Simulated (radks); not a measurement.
The numbers below are computed, except where a source is named.
Question: The mean radii <r> (bohr) of the occupied orbitals of an atom or ion are listed with their occupations. Level of theory: non-relativistic Kohn-Sham, TPSS, spin-polarised, spherical densities, point nucleus; meta-GGA in the generalised Kohn-Sham scheme (a radial shooting solver on a logarithmic mesh with Libxc functionals).

| orbital | occ. | <r> |
|---|---|---|
| 1s down | 1 | 0.05688 |
| 1s up | 1 | 0.05688 |
| 2s up | 1 | 0.2584 |
| 2s down | 1 | 0.2580 |
| 2p up | 3 | 0.2263 |
| 2p down | 3 | 0.2259 |
| 3s up | 1 | 0.7459 |
| 3s down | 1 | 0.7492 |
| 3p up | 3 | 0.7617 |
| 3p down | 3 | 0.7667 |
| 3d up | 3 | 0.7818 |

Name the element and its charge. Open shells, if any, are filled with parallel spins first.

Answer: Z = 27, cobalt, charge +6: Co6+ in [Ar] 3d3. The 1s radius gives Z: for a bare nucleus <r> = 1.5/Z, 0.05556 bohr for Z = 27, and screening makes it slightly larger (0.05688 here). The occupations add up to 21, and the charge is Z minus that.
